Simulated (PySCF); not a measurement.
Orbital picture of GeP

PBE0 at R = 2.146 Å; basis Ge def2-TZVPPD, P def2-TZVPPD; no relativity; PySCF 2.14. State: ⁴Π (quartet), unpaired electrons π ↑↑↑, a second solution, started from another occupation. Only the outer orbitals are listed, counted within each symmetry.

```csv
spin,orbital,occ.,ε (eV),on Ge (%),main shells (%)
α,10σ,1,-18.36,22,"73 P s, 17 Ge s"
α,11σ,1,-12.48,61,"62 Ge s, 25 P s, 12 P p"
α,5π,1,-8.56,23,"76 P p, 21 Ge p"
α,5π,1,-8.41,20,"78 P p, 17 Ge p"
α,12σ,1,-7.29,52,"45 P p, 34 Ge p, 17 Ge s"
α,6π,1,-4.48,76,"76 Ge p, 21 P p"
α,6π,0,-2.65,77,"76 Ge p, 18 P p"
β,10σ,1,-16.29,32,"62 P s, 25 Ge s"
β,11σ,1,-11.04,55,"55 Ge s, 31 P s, 14 P p"
β,12σ,1,-6.69,53,"43 P p, 36 Ge p, 16 Ge s"
β,5π,0,-4.57,40,"60 P p, 37 Ge p"
β,5π,0,-4.08,34,"65 P p, 31 Ge p"
β,6π,0,-1.45,61,"55 Ge p, 32 P p"
```

Problem. Which are the highest filled and the lowest empty level, where do they sit, and how wide is the gap?

Solution. Highest filled α 6π at -4.48 eV (in %: 76 Ge p, 21 P p); lowest empty β 5π at -4.57 eV (in %: 60 P p, 37 Ge p); the gap at PBE0 is -0.09 eV.

```json
{
 "bond order (Mayer)": "1.21",
 "⟨S²⟩": "3.762",
 "charge on Ge (Mulliken, basis-dependent)": "0.05",
 "charge on Ge (Löwdin, basis-dependent)": "0.01",
 "dipole moment (positive dipole means Ge(−)P(+))": "0.34 D"
}
```

Spin–orbit coupling is left out. Counting both spins, an empty level lies below a filled one in this solution, because spin and occupation are held.
